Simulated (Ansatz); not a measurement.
Consider the formal exchange of groups at a C–C bond: `NC[CH2][GeH3]` + BH₃ → `B[CH2][GeH3]` + CH₃NH₂.

Gas-phase electronic energies from Ansatz, PBE0-D4/def2-TZVP geometries. CCSD(T)/CBS adds triple-zeta CCSD(T) − MP2 to the extrapolated MP2 energy (def2 sets, frozen cores). This one scheme is used for every species. DFT in def2-TZVPP. B3LYP here is the variant with VWN-RPA as its local correlation; programs differ in this. For Ge outer-core shells are correlated without core-valence functions, which leaves a few kJ/mol of doubt a bond. Scalar relativity is left out up to krypton. Each species was taken in one conformer, which may not be the lowest.

`NC[CH2][GeH3]`:

Cartesian coordinates in Å:
```
N -0.972 -1.969 0.285
C -0.771 -0.593 -0.146
C 0.561 -0.068 0.354
Ge 0.871 1.814 -0.094
H -1.872 -2.314 -0.026
H -0.267 -2.570 -0.124
H -1.583 0.008 0.278
H -0.826 -0.462 -1.239
H 0.619 -0.184 1.439
H 1.385 -0.650 -0.074
H 2.223 2.285 0.469
H 0.880 2.011 -1.622
H -0.247 2.692 0.500
```

BH₃:

Cartesian coordinates in Å:
```
B 0.000 0.000 0.000
H 0.870 -0.683 0.448
H 0.072 0.397 -1.123
H -0.942 0.286 0.675
```

`B[CH2][GeH3]`:

Cartesian coordinates in Å:
```
B 0.498 -0.574 1.319
C 0.625 0.570 0.317
Ge -0.701 0.062 -1.083
H -0.325 -0.534 2.190
H 1.157 -1.568 1.197
H 1.569 0.643 -0.225
H 0.286 1.553 0.651
H -2.122 0.045 -0.501
H -0.373 -1.318 -1.673
H -0.614 1.122 -2.192
```

CH₃NH₂:

```xyz
7

C    -0.373   -0.039    0.426
N     0.314    0.052   -0.850
H     0.278   -0.035    1.313
H    -0.966   -0.957    0.454
H    -1.073    0.794    0.522
H     0.960   -0.718   -0.964
H     0.861    0.902   -0.901
```

Q: Is it downhill or uphill in electronic energy at CCSD(T)/CBS, and by how much? (Estimate.)

A: The calculation gave: Downhill: ΔE = -0.70 eV.

Q: What do these levels give: B2PLYP, PBE0, B3LYP, MP2/def2-TZVPP, SCS-MP2/def2-TZVPP, MP2/CBS(def2)? (Estimate.)

A: Computed: B2PLYP -0.74, PBE0 -0.80, B3LYP -0.78, MP2/def2-TZVPP -0.69, SCS-MP2/def2-TZVPP -0.66, MP2/CBS(def2) -0.70 eV.

Largest T1 diagnostic among the species: 0.011.

The D4 term adds +0.04 eV with B3LYP and +0.02 eV with PBE0; it sums over pairs of atoms, weighted by their polarisabilities, and B3LYP, whose exchange is more repulsive, gets the larger term. From PBE to PBE0 (25 % exact exchange), in def2-TZVPP and without D4, ΔE moves by +0.04 eV. In def2-TZVPP, CCSD(T) changes the Hartree–Fock value by −0.05 eV (the triples alone add −0.01 eV) and MP2 by −0.06 eV.
